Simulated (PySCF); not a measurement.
Au(Me)(CNMe) (C₃H₆AuN), SMILES C[N+]#[C-]->[Au][CH3], multiplicity 1.

The structure is a stationary point at PBE0-D3(BJ)/def2-SVP. The spin state was assumed, not searched. The isomer is the one that the SMILES or the coordinates give; other isomers of the formula were not compared. The def2 effective core potentials stand for the cores of Au; spin–orbit coupling is left out.

Method: B3LYP/def2-TZVP run with PySCF.

Isolated molecule, no solvent.

Question: Estimate the frontier levels, gap, dipole moment and polarisability. (The exact figures need the calculation; the answer reports its results.)

Answer: 
```json
{
 "highest_occupied_level": "-6.32 eV",
 "lowest_empty_level": "-0.96 eV",
 "orbital_gap": "5.36 eV",
 "dipole_moment": "7.20 D",
 "quadrupole, principal values (traceless, Buckingham form, about the centre of nuclear charge)": "-9.25, -9.25, 18.50 D·Å",
 "mean_static_polarisability": "81.4 bohr³ (12.07 Å³)",
 "polarisability_principal_values": "58.3, 58.3, 127.8 bohr³"
}
```
